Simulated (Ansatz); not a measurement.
`[SiH3]C1NCS1` + CH₃OH → `CO[SiH3]` + `C1NCS1` at 298.15 K and 1 bar (ligand exchange at the Si–C bond).

Program: Ansatz. Geometries: PBE0-D4/def2-TZVP. ΔE: electronic, gas phase. CBS: MP2 limit from def2 TZ/QZ plus the TZ coupled-cluster correction, frozen cores. This one scheme is used for every species.

```csv
species,CCSD(T)/CBS energy (Eh),H − E (kJ/mol),S (J/(mol·K))
`[SiH3]C1NCS1`,-821.81773,250.3,335.9
CH₃OH,-115.61712,146.3,238.2
`CO[SiH3]`,-405.93001,192.4,298.5
`C1NCS1`,-531.54154,205.6,283.7
```

H − E and S are ideal-gas, rigid-rotor, harmonic terms from PBE0-D4/def2-TZVP, for one conformer and one mirror image of each species. 1 Eh = 2625.50 kJ/mol, R = 8.31446 J/(mol·K).

By hand: ΔE, ΔH, ΔS and ΔG.

ΔE = (-405.93001) + (-531.54154) − (-821.81773) − (-115.61712) = -0.03670 Eh = -96.4 kJ/mol. Δ(H − E) = 192.4 + 205.6 − 250.3 − 146.3 = 1.4, so ΔH = -95.0 kJ/mol. ΔS = 298.5 + 283.7 − 335.9 − 238.2 = 8.1 J/(mol·K). ΔG = -95.0 − 298.15 × (8.1)/1000 = -97.4 kJ/mol.

By hand: the equilibrium constant, and the temperature at which ΔG would vanish if ΔH and ΔS stayed fixed.

log₁₀ K = −ΔG/(RT ln 10) = 17.1. ΔH and −TΔS have one sign here, so there is no such temperature.

The number of gas molecules stays the same, so ΔS is small and ΔH decides. A doubt of 5 kJ/mol in ΔE shifts log₁₀ K by 0.9 here. Other conformers and mirror images would add mixing entropy, several J/(mol·K) or more a flexible species. These are equilibria of isolated gas molecules and say nothing of rates. Largest T1 diagnostic: 0.011 (customary marks: 0.02 for closed shells, 0.045 for open ones).

ΔS is within the doubt of such terms, so its sign, and with it that verdict, could turn.
